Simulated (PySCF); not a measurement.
CH8ClNSi2, SMILES C[Si@@](N)([SiH3])Cl.

Geometry optimised at B3LYP-D3(BJ)/def2-SVP. The structure was generated by enumeration; whether it is a known compound was not checked. Other conformers were not sampled.

Two levels are set side by side: TDDFT-PBE/def2-SVPD (PySCF) and TDDFT-M06-2X/def2-SVPD (PySCF). Vertical, same geometry. The lowest singlet is HOMO→LUMO 90 % with PBE and HOMO→LUMO 32 %, HOMO−1→LUMO 29 %, HOMO→LUMO+1 12 %, HOMO→LUMO+2 11 % with the other functional; states are paired by order. Differences are taken from unrounded values.

| quantity | TDDFT-M06-2X |
|---|---|
| lowest singlet excitation (eV) | 6.78 |
| lowest triplet excitation (TDA) (eV) | 6.21 |
| first bright state (f over 0.05) (eV) | 7.15 |
| its oscillator strength | 0.10 |

Problem. What does TDDFT-PBE give, and how far is it from TDDFT-M06-2X? (The exact figures need the calculation; the answer reports its results.)

Solution. 
| quantity | TDDFT-PBE | TDDFT-PBE minus TDDFT-M06-2X |
|---|---|---|
| lowest singlet excitation (eV) | 5.88 | -0.91 |
| lowest triplet excitation (TDA) (eV) | 5.53 | -0.68 |
| first bright state (f over 0.05) (eV) | 6.55 | -0.61 |
| its oscillator strength | 0.06 | -0.03 |

A lower first singlet is the usual sign of a functional without exact exchange. Differences between two approximate levels are no errors against the true value.

Rough cost on one machine, each run with all the roots and properties that it gave: TDDFT-M06-2X against TDDFT-PBE about 20 times.
